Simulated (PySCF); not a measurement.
SMILES [I][Ge]([I])[I] (GeI3), doublet, B3LYP/def2-SVP optimised geometry.

```
4

I     -1.75     1.21     0.00
Ge    -0.84    -1.21     0.00
I     -1.75    -2.52     2.04
I      1.75    -1.21     0.00
```

Density from unrestricted B3LYP/def2-TZVP, def2 effective core potentials past Kr (PySCF) at that geometry. The core electrons that the potentials of I replace are not part of the density.

Minimum of the electron density along straight lines between bonded atoms, close to the bond critical point (lines longer than 1.1 times the sum of covalent radii, or with two minima, are not listed):

```tsv
bond	length / Å	ρ at the minimum / e bohr⁻³	∇²ρ there / e bohr⁻⁵	position (fraction from the first atom)
I1–Ge2	2.586	0.071	0.00	0.56
Ge2–I3	2.587	0.071	0.00	0.44
Ge2–I4	2.587	0.071	0.00	0.44
```
